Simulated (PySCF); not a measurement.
C3H5BFNO, SMILES C1(F)B(O)N(C=1)C. Atoms are numbered in the order given.

```xyz
12

C     -2.2730     0.1982    -0.1157
N     -0.9193     0.0209    -0.6090
C     -0.2034    -1.2125    -0.2662
C      0.9207    -0.6727     0.2464
F      2.0862    -1.2244     0.5695
B      0.2590     0.7270    -0.0533
O      0.5441     2.0249     0.1162
H     -2.3781     0.0161     0.9756
H     -2.9707    -0.4802    -0.6355
H     -2.6128     1.2262    -0.3222
H     -0.5555    -2.2216    -0.5053
H     -0.1370     2.6211    -0.2244
```

Geometry optimised at B3LYP-D3(BJ)/def2-SVP. The structure was generated by enumeration, and PubChem lists no compound with its InChIKey, so it may never have been made. The values are those of a single conformer.

Two levels are set side by side: PBE/pcSseg-1 (PySCF) and B3LYP/pcSseg-1 (PySCF). GIAO shifts against BF3 (¹¹B), CFCl3 (¹⁹F), H2O (¹⁷O), NH3 (¹⁵N), TMS (¹H), TMS (¹³C) at the same level; non-relativistic, no solvent, atoms listed together averaged. Differences are taken from unrounded values.

```tsv
quantity	B3LYP	PBE	PBE minus B3LYP
δ(¹³C) of C1 (ppm)	39.9	39.9	0.0
δ(¹⁵N) of N2 (ppm)	71.5	77.2	5.7
δ(¹³C) of C3 (ppm)	159.8	156.1	-3.7
δ(¹³C) of C4 (ppm)	161.4	157.9	-3.6
δ(¹⁹F) of F5 (ppm)	-148.2	-153.7	-5.5
δ(¹¹B) of B6 (ppm)	25.3	23.8	-1.5
δ(¹⁷O) of O7 (ppm)	135.3	145.1	9.8
δ(¹H) of H11 (ppm)	7.07	7.03	-0.04
δ(¹H) of H12 (ppm)	4.85	4.92	0.08
```

Rough cost on one machine, each run with all the roots and properties that it gave: B3LYP against PBE within a factor of 2.
